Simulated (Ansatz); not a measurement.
Geometry optimisation, RKS B3LYP-D4/def2-SVP (Ansatz 0.2.0).

input.yaml

```yaml
crystal:
  periodic: [false, false, false]
  atoms:
    - { symbol: "N", position_ang: [-1.2019, -1.1802, 1.0799] }
    - { symbol: Si, position_ang: [-0.2042, 0.1427, 0.6143] }
    - { symbol: Si, position_ang: [1.694, -0.6159, -0.4894] }
    - { symbol: C, position_ang: [-0.8196, 1.4148, -0.5537] }
    - { symbol: F, position_ang: [-1.2786, 0.7811, -1.7206] }
    - { symbol: Cl, position_ang: [-2.3072, 2.2197, 0.1668] }
    - { symbol: H, position_ang: [-1.5908, -1.609, 0.2491] }
    - { symbol: H, position_ang: [-0.7188, -1.8187, 1.6109] }
    - { symbol: H, position_ang: [0.2382, 0.7754, 1.939] }
    - { symbol: H, position_ang: [2.6005, 0.5388, -0.7961] }
    - { symbol: H, position_ang: [1.3442, -1.3501, -1.6931] }
    - { symbol: H, position_ang: [2.4846, -1.5415, 0.4356] }
    - { symbol: H, position_ang: [-0.22, 2.2083, -0.8279] }
basis:
  gaussian: { orbitals: def2-SVP }
hamiltonian:
  xc: b3lyp
  dispersion: d4
relax:
  f_tol: 0.015
  max_steps: 40
output:
  orbitals: {}
```

Launched with:

```bash
$ ansatz run input.yaml --threads 2 --pin off --max-ram 3072MiB --backend cpu --events-out ev --progress --plain --runs-dir out
```

**Question.** Where does it end, and by what steps?

**Answer.** It converged. After 17 steps the energy has fallen by 0.719 eV; H8 moved furthest, 1.36 Å.

| step | energy less start (eV) | largest force component (eV/Å) | accepted |
| --- | --- | --- | --- |
| 0 | 0.0000 | 4.045 | yes |
| 1 | -0.5127 | 1.283 | yes |
| 2 | -0.5683 | 0.568 | yes |
| 3 | -0.5866 | 0.377 | yes |
| 4 | -0.5963 | 0.155 | yes |
| 5 | -0.6036 | 0.169 | yes |
| 6 | -0.6095 | 0.287 | yes |
| 7 | -0.5978 | 1.236 | no |
| 8 | -0.6171 | 0.156 | yes |
| 9 | -0.6240 | 0.462 | yes |
| 10 | -0.6261 | 1.017 | yes |
| 11 | -0.6629 | 0.709 | yes |
| 12 | -0.6732 | 0.349 | yes |
| 13 | -0.6842 | 0.983 | yes |
| 14 | -0.7121 | 0.327 | yes |
| 15 | -0.7182 | 0.045 | yes |
| 16 | -0.7187 | 0.024 | yes |
| 17 | -0.7188 | 0.012 | yes |

```xyz
13
Properties=species:S:1:pos:R:3
N -1.035 -1.258 1.027
Si -0.016 0.091 0.667
Si 1.828 -0.676 -0.572
C -0.863 1.433 -0.428
F -1.028 0.939 -1.702
Cl -2.487 1.839 0.272
H -1.206 -1.951 0.304
H -1.876 -1.104 1.578
H 0.354 0.790 1.930
H 2.566 0.481 -1.159
H 1.342 -1.547 -1.683
H 2.765 -1.463 0.282
H -0.324 2.392 -0.499
```

Whether the end is a true minimum wasn't checked by a vibrational analysis.

The run took 36 s on 2 threads of AMD EPYC 9R45 96-Core Processor (Zen 5), on a shared host, peak memory 0.36 GiB.
